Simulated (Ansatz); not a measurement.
A nudged elastic band was laid between two geometries of ClGeH₃ (5 atoms, charge 0, multiplicity 1).

All numbers below come from RHF/def2-SVP (Ansatz 0.2.0).

```json
{"movable images": "7", "climbing image": "yes", "spring": "5.0 eV/Å²", "optimiser": "quadratic models (default)", "start path": "through a guess of the saddle point", "force threshold": "0.05 eV/Å", "iteration limit": "60", "end points": "relaxed"}
```

Initial state:

```xyz
5
Properties=species:S:1:pos:R:3
Ge 0.269 0.021 0.190
H 0.241 -0.037 1.715
H 1.697 -0.037 -0.344
H -0.476 1.244 -0.336
Cl -0.771 -1.738 -0.545
```

Final state:

```xyz
5
Properties=species:S:1:pos:R:3
Ge -0.220 0.090 -1.226
H 1.466 0.225 1.634
H 2.029 -0.044 1.223
H -0.999 0.954 -0.155
Cl -1.316 -1.771 -0.796
```

**Question.** What changes between the two ends?

**Answer.** Bonds broken: Ge1–H2, Ge1–H3. Bonds formed: H2–H3. ClGeH3 becomes ClGeH + H2.

**Question.** What energy profile does the band end with?

**Answer.** It converged. The highest image is number 3 of 0 to 8, 3.34 eV above the first end and 1.82 eV above the last; the last end lies 1.52 eV above the first. Neighbouring images differ by up to 1.5 eV, so the band resolves the path poorly. A vibrational analysis at the climbing image gives one clearly imaginary mode, 1697i cm⁻¹: a first-order saddle point. The orbitals stay closed-shell, which can raise the energy where a bond breaks towards radicals; this wasn't checked here.

| image | path coordinate (Å) | energy (eV) | Ge1–H2 (Å) | Ge1–H3 (Å) | H2–H3 (Å) |
| --- | --- | --- | --- | --- | --- |
| 0 | 0.00 | 0.00 | 1.53 | 1.53 | 2.52 |
| 1 | 0.42 | 0.49 | 1.50 | 1.51 | 2.10 |
| 2 | 0.84 | 2.02 | 1.55 | 1.49 | 1.65 |
| 3 | 1.27 | 3.34 | 1.73 | 1.55 | 1.23 |
| 4 | 1.68 | 2.13 | 1.97 | 1.80 | 0.83 |
| 5 | 2.10 | 1.62 | 2.38 | 2.30 | 0.75 |
| 6 | 2.51 | 1.54 | 2.76 | 2.75 | 0.75 |
| 7 | 2.93 | 1.52 | 3.11 | 3.13 | 0.75 |
| 8 | 3.34 | 1.52 | 3.32 | 3.33 | 0.75 |

**Question.** What is the geometry of the highest image?

**Answer.** 
```xyz
5
Properties=species:S:1:pos:R:3
Ge 0.282 0.045 -0.422
H 0.637 0.039 1.270
H 1.555 -0.081 0.458
H -0.619 1.236 -0.134
Cl -0.895 -1.786 -0.492
```

The band took 10 iterations and roughly 50 core-seconds.

Time of the run: 48 s on 1 thread of Arm Neoverse V2, on a shared host, peak memory 0.12 GiB.
